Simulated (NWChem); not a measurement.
System meant: C2H3FN2Si; SMILES N1C=N[Si@H](F)C=1

NWChem input:

```
start job
memory heap 200 mb stack 900 mb global 1100 mb
geometry units angstroms noautoz
  F      0.106626     2.009981    -0.587132
  Si     0.014738     0.746777     0.419047
  C      1.279104    -0.633143     0.051108
  N      0.631614    -1.697498    -0.245091
  C     -0.804739    -1.450699    -0.227058
  N     -1.328362    -0.325483     0.043707
  H     -0.017567     1.268017     1.806248
  H      2.375905    -0.674998     0.083204
  H     -1.403776    -2.340712    -0.473059
end
basis spherical
  F library def2-svp
  Si library def2-svp
  C library def2-svp
  N library def2-svp
  H library def2-svp
end
dft
  odft
  mult 2
  xc xpbe96 cpbe96
  iterations 150
  mulliken
end
task dft energy
```

End of the output:

```
 Summary of "ao basis" -> "" (spherical)
 ------------------------------------------------------------------------------
       Tag                 Description            Shells   Functions and Types
 ---------------- ------------------------------  ------  ---------------------
 F                          def2-svp                 6       14   3s2p1d
 Si                         def2-svp                 8       18   4s3p1d
 C                          def2-svp                 6       14   3s2p1d
 N                          def2-svp                 6       14   3s2p1d
 H                          def2-svp                 3        5   2s1p

  pbe96 is a nonlocal functional; adding pw91lda local functional.

                                 NWChem DFT Module
                                 -----------------

 Summary of "ao basis" -> "ao basis" (spherical)
 ------------------------------------------------------------------------------
       Tag                 Description            Shells   Functions and Types
 ---------------- ------------------------------  ------  ---------------------
 F                          def2-svp                 6       14   3s2p1d
 Si                         def2-svp                 8       18   4s3p1d
 C                          def2-svp                 6       14   3s2p1d
 N                          def2-svp                 6       14   3s2p1d
 H                          def2-svp                 3        5   2s1p

  number of electrons :                   52
  multiplicity        :                    2
 ------------------------------------------------------------------------
  no. of electrons and multiplicity not compatible                  52
 ------------------------------------------------------------------------
 ------------------------------------------------------------------------
  current input line :
    28: task dft energy
 ------------------------------------------------------------------------
 ------------------------------------------------------------------------
 There is an error in the input file
 ------------------------------------------------------------------------
 For more information see the NWChem manual at https://nwchemgit.github.io

0: no. of electrons and multiplicity not compatible:Received an Error in Communication
```

### Question
What is wrong, and how is it mended?

### Answer
The input was rejected before any calculation. Cause: the multiplicity doesn't fit the number of electrons (an even count wants an odd multiplicity, and the reverse). This input runs:
```
start job
memory heap 200 mb stack 900 mb global 1100 mb
geometry units angstroms noautoz
  F      0.106626     2.009981    -0.587132
  Si     0.014738     0.746777     0.419047
  C      1.279104    -0.633143     0.051108
  N      0.631614    -1.697498    -0.245091
  C     -0.804739    -1.450699    -0.227058
  N     -1.328362    -0.325483     0.043707
  H     -0.017567     1.268017     1.806248
  H      2.375905    -0.674998     0.083204
  H     -1.403776    -2.340712    -0.473059
end
basis spherical
  * library def2-svp
end
dft
  xc xpbe96 cpbe96
  iterations 150
  mulliken
end
task dft energy
```
It converges to -576.10702 Ha (PBE/def2-SVP).
